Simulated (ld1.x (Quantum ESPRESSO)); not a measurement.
**Which change was made? (Ta, TM)**

* Element: tantalum (Ta)
* Generator: ld1.x (Quantum ESPRESSO) 7.5
* Type: norm-conserving Troullier–Martins (Kleinman–Bylander form)
* Functional: LDA (PZ)
* Relativity: scalar-relativistic
* Frozen core: [Xe] 4f14
* Valence charge: 5
* Reference configuration: 5d3 6s1.5 6p0.5
* Partial waves: 6s (bound): rc 2.80 bohr; 6p (bound): rc 3.05 bohr; 5d (bound): rc 2.05 bohr
* Local potential: the d channel
* Core correction: none

Cutoffs, loose and tight: the cutoffs (Ry, on a coarse ladder) from which the occupation-weighted sum of valence levels, in a spherical-Bessel basis at the reference potential, stays within 10 and 1 mRy of its value at 400 Ry. They do not see the model core or the augmentation charge, which bear on the density cutoff. Test errors are all-electron minus pseudo excitation energies from the reference, over the configurations 5d3 6s2 6p0; 5d3 6s1 6p0; 5d3 6s0 6p0; 5d3 6s1 6p1; 5d2 6s2 6p1; 5d3.5 6s1.5 6p0; 5d4 6s1 6p0 (two spin-polarised tests are not counted in the largest error); variants that change the core or the reference have their own tests. The largest error is taken over the tests solved by every variant that gives reliable tests at all, those not shown here included: 5d3 6s0 6p0; 5d3 6s1 6p0; 5d3 6s2 6p0; 5d3.5 6s1.5 6p0; 5d4 6s1 6p0.

The base gives: outcome: generated; cutoff, loose: 30 Ry; cutoff, tight: 35 Ry; bound ghosts: s, p; largest test error (meV): +50.

After one change the result is: outcome: generated; cutoff, loose: 25 Ry; cutoff, tight: 30 Ry; bound ghosts: none; largest test error (meV): +43. Which change was it?
A. wave 5d (bound): rc 2.05 bohr becomes 5d (bound): rc 2.52 bohr
B. local potential the p channel
C. type RRKJ; local potential the s channel

C. The others give: local potential the p channel → outcome: generated; cutoff, loose: 30 Ry; cutoff, tight: 35 Ry; bound ghosts: none; largest test error (meV): -30 | wave 5d (bound): rc 2.05 bohr becomes 5d (bound): rc 2.52 bohr → outcome: generated; cutoff, loose: 25 Ry; cutoff, tight: 30 Ry; bound ghosts: s, p; largest test error (meV): +49.
